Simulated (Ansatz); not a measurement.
Energy profile

The step: SnH₄S ([SH][SnH3]) + H₂O₂ ([OH][OH]) → SnH₄O₂ ([OH][O][SnH3]) + H₂S; bonds formed: Sn1–O7, S2–H6; bonds broken: Sn1–S2, H6–O7 (atoms numbered as in the saddle structure below).

```
10
angstrom
Sn -0.7263 0.0426 -1.0223
S 1.1412 -1.9064 0.0068
H 0.3345 0.0907 -2.3471
H -1.9015 -1.1857 -0.9604
H -1.5249 1.5604 -0.8859
H 0.9851 -0.4637 0.7422
O 0.2439 0.4826 0.8541
O 0.7880 1.7934 0.9709
H 0.3030 -2.5130 0.8626
H 0.3568 2.0991 1.7790
```

Electronic energies by CCSD(T) at an estimated basis limit (MP2 extrapolated from triple and quadruple zeta, plus CCSD(T) − MP2 in triple zeta), on PBE0-D4/def2-TZVP structures; SnH₆SO₂, closed shell; no counterpoise correction. Program: Ansatz 0.2.0. Basis: def2-TZVPP and def2-QZVPP. Cores are frozen in the correlated methods. Filled d shells of the heavier atoms are correlated. Core potentials replace the inner electrons of the atoms past krypton. The def2 sets are not built for correlating such inner shells, so the correlated values are less sure here. Extrapolation: Hartree–Fock as exp(−7.88 √X), correlation as X^−2.97.

Problem. Give the profile in kJ/mol, counted from the separated reactants. (Judge from chemistry; the value comes from the calculation.)

Solution. By the calculation:
```json
{"point": "separated: SnH₄S (linked as [SH][SnH3]; Sn1, S2, H3, H4, H5, H9; singlet) + H₂O₂ (linked as [OH][OH]; H6, O7, O8, H10; singlet)", "kJ/mol": "0.0"}
{"point": "start structure", "kJ/mol": "-28.5"}
{"point": "saddle", "kJ/mol": "88.6"}
{"point": "end structure", "kJ/mol": "23.0"}
{"point": "separated: SnH₄O₂ (linked as [OH][O][SnH3]; Sn1, H3, H4, H5, O7, O8, H10; singlet) + H₂S (S2, H6, H9; singlet)", "kJ/mol": "39.9"}
```

The T1 diagnostic stays at or below 0.015.

For scale, one of the runs: CCSD(T)/def2-TZVPP, 238 basis functions, launched by `ansatz run in.yaml --threads 8 --pin off --events-out ev --progress --plain --max-ram 19148MiB`. The run took 100 s on 8 CPU threads of an Intel Xeon Platinum 8259CL (shared host), with 5 GiB of host memory at its peak.
